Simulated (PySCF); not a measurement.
Series: H2E=E'H2. Isolated molecules, 0 K electronic values unless said otherwise. One relaxed conformer stands for each flexible species; it need not be the lowest. Strings in code marks are SMILES. In the def2 sets, heavy atoms carry core potentials. All members: neutral, multiplicity 1. Level: CAM-B3LYP-D3(BJ)/def2-TZVP (PySCF). Delta-SCF ions had no search for a lower state.  The removal energy is E(N − 1 electrons) − E(N electrons) at the parent's geometry; ε(HOMO) is measured against the vacuum level.

```csv
species,−ε(HOMO) (eV),vertical ionisation energy (Delta-SCF) (eV)
`[CH2]=[SnH2]`,7.29,8.00
`[CH2]=[GeH2]`,7.71,8.61
`C=[SiH2]`,7.85,8.79
`[NH2][GaH2]` (H–N–Ga–H torsion 180°),8.84,withheld
`[NH2][AlH2]` (H–N–Al–H torsion 180°),9.02,10.16
`BN` (H–B–N–H torsion 180°),10.15,11.42
```

Fit vertical ionisation energy (Delta-SCF) = a + b·x to the 5 complete rows by least squares, with x = −ε(HOMO) in eV. Give a, b and the rms residual, and predict the withheld value.

Means of the 5 rows: x̄ = 8.404, ȳ = 9.396 eV. Σ(x − x̄)² = 5.4575 and Σ(x − x̄)(y − ȳ) = 6.4409, so b = 1.180 and a = ȳ − b·x̄ = -0.521 eV. The rms residual is 0.050 eV. At x = 8.84 the line gives 9.91 eV. The run for `[NH2][GaH2]` (H–N–Ga–H torsion 180°) gave 9.85 eV, so the line is off by 0.06 eV, within twice the rms residual.

Codes: PySCF.
